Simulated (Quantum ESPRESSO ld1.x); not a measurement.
Input file for ld1.x (Quantum ESPRESSO 7.5):

```
 &input
    zed=74.0,
    iswitch=1,
    rel=1,
    lsd=1,
    dft='SLA-VWN',
    config='[He] 2s2',
    verbosity='high',
    prefix='ld1',
    max_out_wfc=37,
    file_charge='ld1.rho',
 /
```

Command: `OMP_NUM_THREADS=1 ld1.x < ld1.in > ld1.out`

It prints (banner and zero overlaps left out):

```
     Program LD1 v.7.5 starts

     --------------------------- All-electron run ----------------------------

     scalar relativistic calculation

     atomic number is 74.00
     dft =SLA-VWN   lsd =1 sic =0 latt =0  beta=0.20 tr2=1.0E-14
     Exchange-correlation= SLA-VWN
                           (   1   2   0   0   0   0   0)
     mesh =2115 r(mesh) = 100.27685 a.u. xmin = -8.00 dx = 0.00800
     1 Ry =  13.60569312 eV, c = 137.03599908

     n l     nl                  e(Ry)          e(Ha)          e(eV)
     1 0     1S 1( 1.00)   -5731.988134775   -2865.994067388 -77987.6715464
     2 0     2S 1( 1.00)   -1415.603256131    -707.801628066 -19260.2634868
     1 0     1S 2( 1.00)   -5731.988134775   -2865.994067388 -77987.6715464
     2 0     2S 2( 1.00)   -1415.603256131    -707.801628066 -19260.2634868

     final scf error:  1.6E-15 reached in  12 iterations

     Etot =  -14649.513345 Ry,   -7324.756673 Ha, -199316.782978 eV
     Total magnetization:    0.00 Bohr mag.

     Ekin =   17239.129029 Ry,    8619.564514 Ha,  234550.299275 eV
     Encl =  -32161.901679 Ry,  -16080.950839 Ha, -437584.964491 eV
     Eh   =     394.400604 Ry,     197.200302 Ha,    5366.093581 eV
     Exc  =    -121.141299 Ry,     -60.570650 Ha,   -1648.211342 eV
```

Run on one thread of a shared host, so times are rough (Intel(R) Xeon(R) Processor @ 2.60GHz): 0.55 s of CPU time, 0.57 s wall, 12 iterations on 2115 mesh points.
